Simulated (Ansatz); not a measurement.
Li7H8⁻ (the lowest singlet isomer of a short search). Charge -1, multiplicity 1. Geometry PBE0-D4/def2-TZVPD, basis def2-TZVPD, Ansatz.

```xyz
15

Li    0.093    0.545    0.217
Li    2.141    0.171   -1.274
Li    3.405   -0.942    0.571
Li    1.286   -0.972    1.899
Li   -1.285    0.979   -1.896
Li   -3.442    0.721   -0.659
Li   -2.132   -0.121    1.294
H    -3.838   -0.183    0.826
H     1.872    0.291    0.603
H    -0.458   -0.621    1.690
H    -2.989    0.916   -2.372
H     3.690   -0.678   -1.169
H    -1.627    1.142   -0.033
H     0.450    0.577   -1.707
H     2.833   -1.825    2.011
```

```json
{"run": "A", "HOMO (eV)": "-1.73", "LUMO (eV)": "1.89"}
{"run": "B", "HOMO (eV)": "-1.95", "LUMO (eV)": "1.54"}
{"run": "C", "HOMO (eV)": "-2.59", "LUMO (eV)": "2.01"}
{"run": "D", "HOMO (eV)": "-1.54", "LUMO (eV)": "1.49"}
{"run": "E", "HOMO (eV)": "-2.19", "LUMO (eV)": "1.71"}
{"run": "F", "HOMO (eV)": "-3.63", "LUMO (eV)": "2.46"}
```

HSE06 is defined as in plane-wave codes, on full-range PBE exchange. The structure comes from a short search, and lower isomers may exist.

Q: The runs used B97M-V, BHLYP, HSE06, PBE, PBE0, r2SCAN. Estimate which is which.

A: A r2SCAN (0 % exact exchange); B B97M-V (0 % exact exchange); C PBE0 (25 % exact exchange); D PBE (0 % exact exchange); E HSE06 (range-separated); F BHLYP (50 % exact exchange). Exact exchange lowers occupied and raises empty levels; among semilocal functionals meta-GGAs tend to open the gap a little, and such runs are hard to tell apart. The gap grows from 3.03 eV (PBE) to 6.10 eV (BHLYP).
